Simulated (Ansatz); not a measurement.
Molecule: HgCl$_{2}$, net charge 0, singlet state. SMILES: [Hg]([Cl])[Cl]
Structure (B3LYP-D3(BJ)/def2-TZVP (Ansatz, an electronic-structure program) minimum search):
```xyz
3

Hg     0.0000     0.0000     0.0000
Cl     0.0000     0.0000    -2.2848
Cl     0.0000     0.0000     2.2848
```

Parts of the frozen-core correlation energy in def2-TZVPPD (Ansatz, hartree). Frozen orbitals: 14; correlated occupied orbitals by spin: 13 and 13; virtual: 137 and 137. Spin-orbit coupling is left out. Past Kr the def2 sets carry scalar-relativistic core potentials.

```tsv
term	value
reference (HF)	-1071.62353
MP2 opposite-spin	?
MP2 same-spin	?
CCSD correlation	-0.80104
(T)	?
T1 diagnostic	0.015
largest doubles amplitude	0.046
```

What belongs in the gaps?


- MP2 opposite-spin, value: -0.55615
- MP2 same-spin, value: -0.25096
- (T), value: -0.03477
